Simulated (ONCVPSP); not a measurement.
ytterbium, ONCV: configuration errors across variants

Yb (Z = 70), optimised norm-conserving Vanderbilt (ONCV), made with ONCVPSP 4.0.1 (LDA (Perdew-Zunger), scalar-relativistic). Core [Kr] 4d10 4f13, reference 5s2 5p6 5d1 6s2. Waves: 5s+6s: rc 1.95 bohr, ncon 3, nbas 7, qcut 4.7 1/bohr, 3 projectors, debl 2 Ha; 5p: rc 1.50 bohr, ncon 5, nbas 9, qcut 6.5 1/bohr, 2 projectors, debl 1.2 Ha; 5d: rc 2.25 bohr, ncon 4, nbas 7, qcut 4.3 1/bohr, 2 projectors, debl 3.3 Ha. Local part: polynomial inside 1.15 bohr (lpopt 5, dvloc0 1 Ha). Core correction: none.

All-electron excitation energies from the reference (eV): (1) 5s2 5p6 5d1 6s1 7.471; (2) 5s2 5p6 5d1 6s0 20.868; (3) 5s2 5p6 5d1 6s0 6p1 11.740.

A true bound ghost makes a file unfit for plane-wave use even where its test errors are small: the radial tests pick states by their node count and pass the ghost by.

Errors AE − PS in meV (a dash: test not solved or not reliable):

| change | (1) | (2) | (3) | bound ghosts | GHOST(+) flags above zero |
| --- | --- | --- | --- | --- | --- |
| base | +0.1 | +9.3 | +1.3 | d | s |
| d: rc 1.58 | +0.1 | +9.6 | +1.4 | none | s |
| d: rc 1.88 | +0.1 | +9.5 | +1.4 | none | s |
| d: rc 2.04 | +0.1 | +9.4 | +1.3 | none | s |
| d: rc 2.24 | +0.1 | +9.3 | +1.3 | d | s |
| d: rc 2.72 | 0.0 | +7.8 | +0.5 | none | s, d |
| d: rc 3.04 | -0.5 | +4.4 | -1.2 | none | s, d |
| d: rc 3.3 | -1.2 | -1.1 | -3.8 | none | s |

Give the same row for: d: rc 2.58.

+0.1, +8.5, +0.9; bound ghosts: none; GHOST(+) flags above zero: s, d.
